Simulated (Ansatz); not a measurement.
B₄P₄H₁₆, a cluster cut from zinc blende BP (hydrogen-capped). Total charge 0; singlet. Geometry r2SCAN-D4/def2-SVP.

```
atom   x (Å)   y (Å)   z (Å)
  B1   2.212   0.173  -0.108
  B2  -1.343  -0.570  -1.676
  B3  -0.609   2.103   0.384
  B4  -0.261  -1.706   1.400
  P5   1.317   1.868   0.229
  P6  -1.601   1.258  -1.061
  P7   1.602  -1.259   1.059
  P8  -1.317  -1.867  -0.227
  H9   3.408   0.326   0.057
 H10   1.922  -0.154  -1.243
 H11  -2.249  -0.855  -2.437
 H12  -0.246  -0.610  -2.199
 H13  -0.856   3.294   0.382
 H14  -0.946   1.544   1.411
 H15  -0.732  -0.778   2.030
 H16  -0.304  -2.765   1.998
 H17   1.837   2.757  -0.746
 H18   1.855   2.479   1.391
 H19  -1.521   2.054  -2.234
 H20  -2.966   1.475  -0.743
 H21   2.305  -2.411   0.624
 H22   2.186  -1.119   2.345
 H23  -1.054  -3.112  -0.854
 H24  -2.640  -2.124   0.219
```

(1) Estimate the orbital energies around the gap (eV) in Ansatz with HF/STO-3G, HF/def2-TZVP, PBE-D4/def2-TZVP, revPBE-D4/def2-TZVP, PBE0-D4/def2-TZVP.

## Answers

(1) 
```
orbital  HF/STO-3G  HF/def2-TZVP  PBE-D4/def2-TZVP  revPBE-D4/def2-TZVP  PBE0-D4/def2-TZVP
 HOMO−9     -12.14        -13.65             -8.98                -8.94             -10.35
 HOMO−8     -10.97        -12.66             -8.11                -8.07              -9.32
 HOMO−7     -10.69        -12.43             -7.95                -7.92              -9.29
 HOMO−6     -10.59        -12.26             -7.86                -7.80              -9.14
 HOMO−5     -10.06        -11.74             -7.82                -7.78              -9.03
 HOMO−4     -10.04        -11.74             -7.42                -7.38              -8.66
 HOMO−3     -10.04        -11.73             -7.42                -7.38              -8.66
 HOMO−2      -9.17        -10.96             -6.98                -6.94              -8.16
 HOMO−1      -9.17        -10.96             -6.98                -6.94              -8.16
   HOMO      -8.87        -10.72             -6.73                -6.69              -7.89
   LUMO      11.09          2.88             -0.98                -0.92              -0.12
 LUMO+1      11.13          3.10             -0.74                -0.64               0.06
 LUMO+2      11.13          3.11             -0.73                -0.64               0.12
 LUMO+3      12.13          3.11             -0.73                -0.64               0.12
 LUMO+4      12.19          3.94              0.14                 0.25               1.03
 LUMO+5      12.50          4.07              0.38                 0.45               1.28
```
